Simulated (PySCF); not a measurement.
Si(OH)2(OMe)(OSiH3), SMILES CO[Si](O)(O)O[SiH3] (CH₈O₄Si₂), singlet (GFN2-xTB optimised geometry):

```
15

C     -4.518    -0.887    -2.596
O     -3.214    -0.653    -2.131
Si    -1.916    -1.578    -2.393
O     -1.342    -1.558    -3.918
O     -2.289    -3.119    -2.062
O     -0.768    -0.980    -1.424
Si    -0.451    -0.275     0.000
H     -4.550    -0.854    -3.688
H     -5.157    -0.104    -2.187
H     -4.872    -1.864    -2.265
H     -0.926    -0.766    -4.246
H     -1.660    -3.803    -2.275
H      1.012    -0.275     0.000
H     -1.007    -1.076     1.090
H     -1.012     1.076     0.000
```

Level of theory: CAM-B3LYP/def2-TZVP run with PySCF.

Task: What are the frontier orbital energies and the dipole moment?

Result: HOMO-2 -10.38 eV, HOMO-1 -10.23 eV, HOMO -9.85 eV, LUMO 1.06 eV, LUMO+1 1.97 eV; dipole moment 0.72 D.

On the same geometry PySCF 2.14.0 with PBE/def2-TZVP gives HOMO-2 -7.35 eV, HOMO-1 -7.21 eV, HOMO -6.74 eV, LUMO -0.68 eV, LUMO+1 0.20 eV; dipole moment 0.75 D.

Meta-Löwdin charges at CAM-B3LYP/def2-TZVP: C1 -0.11, O2 -0.64, Si3 1.64, O4 -0.77, O5 -0.77, O6 -0.86, Si7 0.80, H8 0.11, H9 0.12, H10 0.11, H11 0.36, H12 0.36, H13 -0.12, H14 -0.13, H15 -0.12.
